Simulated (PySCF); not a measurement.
# Correlation energy of Bi⁺ (bismuth, charge +1)

Starting occupation: [Xe] 4f14 5d10 6s1 6p3, 6s1/2 with m_j = +1/2, 6p3/2 with m_j = -1/2, +1/2, +3/2. Calculation: PySCF 2.14, in x2c-TZVPall-2c (11s11p9d3f, 110 functions); X2C-1e with screened-nucleus spin-orbit coupling, Gaussian nucleus. Frozen: [Kr] 4d10 4f14; 22 electrons correlated; the 24 highest virtual spinors left out.

MP2 pair energies summed by pair of shells (mhartree):

```json
{"pair": "5d-5d", "energy": "-208.16", "share (%)": "47.3"}
{"pair": "5d-5p", "energy": "-69.15", "share (%)": "15.7"}
{"pair": "5d-6p", "energy": "-65.82", "share (%)": "15.0"}
{"pair": "5p-5p", "energy": "-20.81", "share (%)": "4.7"}
{"pair": "5d-6s", "energy": "-20.29", "share (%)": "4.6"}
{"pair": "5d-5s", "energy": "-15.61", "share (%)": "3.6"}
{"pair": "6p-6p", "energy": "-12.38", "share (%)": "2.8"}
{"pair": "5p-5s", "energy": "-10.26", "share (%)": "2.3"}
{"pair": "5p-6p", "energy": "-6.71", "share (%)": "1.5"}
{"pair": "5p-6s", "energy": "-4.01", "share (%)": "0.9"}
{"pair": "6p-6s", "energy": "-3.29", "share (%)": "0.7"}
{"pair": "5s-5s", "energy": "-1.95", "share (%)": "0.4"}
{"pair": "5s-6p", "energy": "-0.76", "share (%)": "0.2"}
{"pair": "5s-6s", "energy": "-0.48", "share (%)": "0.1"}
```

Total MP2 correlation energy: -439.70 mhartree.

The GHF reference relaxed away from the jj start to a determinant that is no pure jj level (⟨S²⟩ = 5.83, ⟨J²⟩ = 6.01); the energies belong to that determinant.

This basis was not built for core-valence correlation, so the inner-shell part is incomplete.
